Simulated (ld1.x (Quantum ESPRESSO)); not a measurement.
**Wu–Cohen TM semilocal dataset for Pm (Z = 61), scalar-relativistic all-electron reference.**

ld1.x (Quantum ESPRESSO) 7.5 input, shortened:

```
&input
   title='Pm', zed=61., rel=1, dft='WC', iswitch=3,
   config='[Xe] 4f5 5d0 6s1.75 6p0'
 /
 &inputp
   pseudotype=1, tm=.true., lloc=1,
   nlcc=.false.
 /
4
5S  1  0   2.00   0.00  1.40  1.40  0.0
5D  3  2   0.00   0.00  2.95  2.95  0.0
4F  4  3   5.00   0.00  1.05  1.05  0.0
5P  2  1   6.00   0.00  2.65  2.65  0.0
 &test
   configts(1)='4f5 5s2 5p6 5d0 6s1.75 6p0'
 /
```

Occupied shells without a wave of their own: 6s. They enter only through the test configuration that unscreens the potential.

All-electron outer shells of the reference configuration (Wu–Cohen, scalar-relativistic, ld1.x):

| shell | level (eV) | outermost node (bohr) | outermost maximum (bohr) |
| --- | --- | --- | --- |
| 4p | -237.94 | 0.31 | 0.58 |
| 4d | -124.09 | 0.29 | 0.60 |
| 5s | -43.30 | 0.70 | 1.29 |
| 5p | -24.09 | 0.75 | 1.46 |
| 6s | -4.70 | 1.73 | 3.68 |
| 4f | -3.58 | – | 0.64 |
| 5d | -3.09 | 0.86 | 2.17 |
| 6p | -2.14 | 2.09 | 4.78 |

Task: Estimate the cutoffs (Ry, on a coarse ladder) from which the occupation-weighted sum of valence levels, in a spherical-Bessel basis at the reference potential, stays within 10 and 1 mRy of its value at 400 Ry.

Result: 300 Ry and over 300 Ry.

Task: Which valence shell sets the plane-wave cutoff?

Result: 4f: its level needs 300 Ry to come within 1 mRy, against 90 Ry for 5s.

Its largest configuration-test error is -112 meV (4f5 5s2 5p6 5d0 6s0 6p0). 1 of 7 tests not solved or not reliable. Not counted: 4f5 5s2 5p6 5d0 6s1 6p1 (solver errors, printed error -13.8 eV).
